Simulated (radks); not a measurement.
The numbers below are computed, except where a source is named.
Rb, configuration [Ar] 3d10 4s2 4p5.75 5s1 5p0.25 (fractional occupations, a model configuration). Code: a radial shooting solver on a logarithmic mesh with Libxc functionals. Model: scalar-relativistic Kohn-Sham, PBE, spin-polarised, spherical densities, point nucleus; open shells are filled with parallel spins first (spin-orbit coupling, left out, can overturn this in heavy ions).

Unscreened Slater integrals over Kohn-Sham orbitals (hartree). They are taken over the spin-up orbitals.

\begin{tabular}{lr}
integral & value \\ \hline
F0(5p,5p) & 0.13334 \\
F2(5p,5p) & 0.070638 \\
F0(5p,5s) & 0.15185 \\
G1(5p,5s) & 0.089862 \\
F0(5p,4p) & 0.17361 \\
F2(5p,4p) & 0.027021 \\
G0(5p,4p) & 0.0055218 \\
G2(5p,4p) & 0.0067024 \\
F0(5p,4s) & 0.17509 \\
G1(5p,4s) & 0.0082567 \\
F0(5s,5s) & 0.18416 \\
F0(5s,4p) & 0.23430 \\
G1(5s,4p) & 0.015121 \\
F0(5s,4s) & 0.23720 \\
G0(5s,4s) & 0.0082623 \\
F0(4p,4p) & 0.52868 \\
F2(4p,4p) & 0.27546 \\
F0(4p,4s) & 0.56927 \\
G1(4p,4s) & 0.37842 \\
F0(4s,4s) & 0.62166 \\
\end{tabular}

Derived for the open shells (J is the average intra-shell exchange parameter used in DFT+U). 4p: J = F2/5 = 0.05509 hartree. 5p: J = F2/5 = 0.01413 hartree.
